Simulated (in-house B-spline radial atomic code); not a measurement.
Computed with a B-spline radial atomic code. Model: two electrons, singlet ground state, non-relativistic, full CI in B-splines with partial waves to l = 8 (at full coupling up to 3e-4 hartree above the limit, correlation up to 0.6 % small), density held at that of full coupling by Lieb maximisation.

Along the adiabatic connection the electron repulsion is scaled by a coupling λ while a local potential keeps the density fixed. At λ = 0 the system is the Kohn-Sham one and W equals the exchange energy; the exchange-correlation energy is the area under W between 0 and 1. The kinetic energy rises with λ as the electrons avoid each other, with dT/dλ = −λ dW/dλ.

Command:
```bash
python run_ac.py task.json out
```
Settings (lengths in bohr, energies in hartree):
```
potential              gauss
strength               7.53
lmax                   8
second                 1.15
```

Cost of the run: 32 s on 1 thread of Intel(R) Xeon(R) Processor @ 2.30GHz, on a shared host.

**W = mean repulsion less Hartree energy, and W of three functionals.**

Given: confinement Gaussian well; well depth 7.53 hartree; well width 1.15 bohr; external potential -V exp(-r^2/w^2).

Computed: LDA exchange minus exact 170.26 millihartree; PBE exchange minus exact 46.73 millihartree.

```json
{"coupling": "0", "W xc (hartree)": "-1.1585", "W xc minus exchange (millihartree)": "0", "kinetic minus Kohn-Sham (millihartree)": "0", "LDA (PW92) W minus its exchange (millihartree)": "0", "PBE W minus its exchange (millihartree)": "0", "SCAN W minus its exchange (millihartree)": "0"}
{"coupling": "0.02", "W xc (hartree)": "?", "W xc minus exchange (millihartree)": "?", "kinetic minus Kohn-Sham (millihartree)": "?", "LDA (PW92) W minus its exchange (millihartree)": "?", "PBE W minus its exchange (millihartree)": "?", "SCAN W minus its exchange (millihartree)": "?"}
{"coupling": "0.05", "W xc (hartree)": "-1.1632", "W xc minus exchange (millihartree)": "-4.717", "kinetic minus Kohn-Sham (millihartree)": "0.12", "LDA (PW92) W minus its exchange (millihartree)": "-25.25", "PBE W minus its exchange (millihartree)": "-7.25", "SCAN W minus its exchange (millihartree)": "-4.64"}
{"coupling": "0.12", "W xc (hartree)": "-1.1696", "W xc minus exchange (millihartree)": "-11.166", "kinetic minus Kohn-Sham (millihartree)": "0.67", "LDA (PW92) W minus its exchange (millihartree)": "-48.57", "PBE W minus its exchange (millihartree)": "-16.79", "SCAN W minus its exchange (millihartree)": "-10.87"}
{"coupling": "0.25", "W xc (hartree)": "-1.1811", "W xc minus exchange (millihartree)": "-22.683", "kinetic minus Kohn-Sham (millihartree)": "2.79", "LDA (PW92) W minus its exchange (millihartree)": "-81.37", "PBE W minus its exchange (millihartree)": "-33.07", "SCAN W minus its exchange (millihartree)": "-21.87"}
{"coupling": "0.4", "W xc (hartree)": "-1.1937", "W xc minus exchange (millihartree)": "-35.27", "kinetic minus Kohn-Sham (millihartree)": "6.87", "LDA (PW92) W minus its exchange (millihartree)": "-111.14", "PBE W minus its exchange (millihartree)": "-50.06", "SCAN W minus its exchange (millihartree)": "-33.79"}
{"coupling": "0.6", "W xc (hartree)": "-1.2094", "W xc minus exchange (millihartree)": "-50.973", "kinetic minus Kohn-Sham (millihartree)": "14.7", "LDA (PW92) W minus its exchange (millihartree)": "-143.51", "PBE W minus its exchange (millihartree)": "-70.44", "SCAN W minus its exchange (millihartree)": "-48.58"}
{"coupling": "0.8", "W xc (hartree)": "-1.224", "W xc minus exchange (millihartree)": "-65.547", "kinetic minus Kohn-Sham (millihartree)": "24.88", "LDA (PW92) W minus its exchange (millihartree)": "-170.61", "PBE W minus its exchange (millihartree)": "-88.77", "SCAN W minus its exchange (millihartree)": "-62.31"}
{"coupling": "1", "W xc (hartree)": "-1.2376", "W xc minus exchange (millihartree)": "-79.099", "kinetic minus Kohn-Sham (millihartree)": "37.07", "LDA (PW92) W minus its exchange (millihartree)": "-194.08", "PBE W minus its exchange (millihartree)": "-105.46", "SCAN W minus its exchange (millihartree)": "-75.11"}
{"coupling": "1.4", "W xc (hartree)": "-1.262", "W xc minus exchange (millihartree)": "-103.5", "kinetic minus Kohn-Sham (millihartree)": "66.24", "LDA (PW92) W minus its exchange (millihartree)": "-233.49", "PBE W minus its exchange (millihartree)": "-134.92", "SCAN W minus its exchange (millihartree)": "-98.34"}
{"coupling": "2", "W xc (hartree)": "-1.293", "W xc minus exchange (millihartree)": "-134.51", "kinetic minus Kohn-Sham (millihartree)": "118.66", "LDA (PW92) W minus its exchange (millihartree)": "-280.18", "PBE W minus its exchange (millihartree)": "-171.8", "SCAN W minus its exchange (millihartree)": "-128.34"}
{"coupling": "3", "W xc (hartree)": "-1.3335", "W xc minus exchange (millihartree)": "-175.08", "kinetic minus Kohn-Sham (millihartree)": "219.09", "LDA (PW92) W minus its exchange (millihartree)": "-338.24", "PBE W minus its exchange (millihartree)": "-220.03", "SCAN W minus its exchange (millihartree)": "-168.75"}
{"coupling": "4.5", "W xc (hartree)": "?", "W xc minus exchange (millihartree)": "?", "kinetic minus Kohn-Sham (millihartree)": "?", "LDA (PW92) W minus its exchange (millihartree)": "?", "PBE W minus its exchange (millihartree)": "?", "SCAN W minus its exchange (millihartree)": "?"}
{"coupling": "7", "W xc (hartree)": "-1.4246", "W xc minus exchange (millihartree)": "-266.1", "kinetic minus Kohn-Sham (millihartree)": "648.23", "LDA (PW92) W minus its exchange (millihartree)": "-466.96", "PBE W minus its exchange (millihartree)": "-333.56", "SCAN W minus its exchange (millihartree)": "-265.31"}
{"coupling": "10", "W xc (hartree)": "-1.4601", "W xc minus exchange (millihartree)": "-301.67", "kinetic minus Kohn-Sham (millihartree)": "946.62", "LDA (PW92) W minus its exchange (millihartree)": "-519.81", "PBE W minus its exchange (millihartree)": "-381.94", "SCAN W minus its exchange (millihartree)": "-304.61"}
```

(1) What belongs in the row 0.02?

(2) What belongs in the row 4.5?

(3) What is the SCAN exchange minus exact?

**Energy parts, natural occupations and partial-wave weights.**

Computed: total energy -5.2778 hartree; exchange energy -1.1585 hartree; correlation energy -0.042031 hartree; initial slope twice GL2 -0.095279 hartree; kinetic part over minus potential part 0.46862; Kohn-Sham kinetic 3.0971 hartree; Lieb Oxford ratio E_xc over LDA exchange 1.2148.

| natural | occupation of the shell (electrons) |
| --- | --- |
| s | 1.988 |
| p | 0.010355 |
| s | 0.001007 |
| d | 0.00040411 |
| p | ? |
| f | 5.1182e-05 |

(4) What belongs in the row p?

| wave | weight |
| --- | --- |
| s | 0.99451 |
| p | ? |
| d | 0.00021412 |
| f | 2.8855e-05 |
| g | 6.5272e-06 |

(5) What belongs in the row p?

(6) What is the Hartree energy?

(7) What is the kinetic part of the DFT correlation energy?

## Answers

(1) W xc (hartree): -1.1604; W xc minus exchange (millihartree): -1.898; kinetic minus Kohn-Sham (millihartree): 0.02; LDA (PW92) W minus its exchange (millihartree): -12.29; PBE W minus its exchange (millihartree): -2.95; SCAN W minus its exchange (millihartree): -1.88.

(2) W xc (hartree): -1.3772; W xc minus exchange (millihartree): -218.77; kinetic minus Kohn-Sham (millihartree): 380.92; LDA (PW92) W minus its exchange (millihartree): -399.53; PBE W minus its exchange (millihartree): -273.16; SCAN W minus its exchange (millihartree): -214.1.

(3) 6.4318 millihartree.

(4) occupation of the shell (electrons): 0.00011901.

(5) weight: 0.0052415.

(6) 2.3169 hartree.

(7) 0.037067 hartree.

Half-way to full coupling W has made 55 % of its drop, against 50 % for a straight line, and second-order (GL2) theory, half the initial slope, overshoots the correlation energy by about 13 %: a moderate bend, as in light atoms. Over couplings 0 to 1 the errors in E_xc come to about +93 millihartree for LDA, +31 millihartree for PBE, +8.4 millihartree for SCAN, so SCAN is nearest. In LDA and PBE the errors of exchange and correlation have opposite signs, so the sum is smaller than the larger of the two.
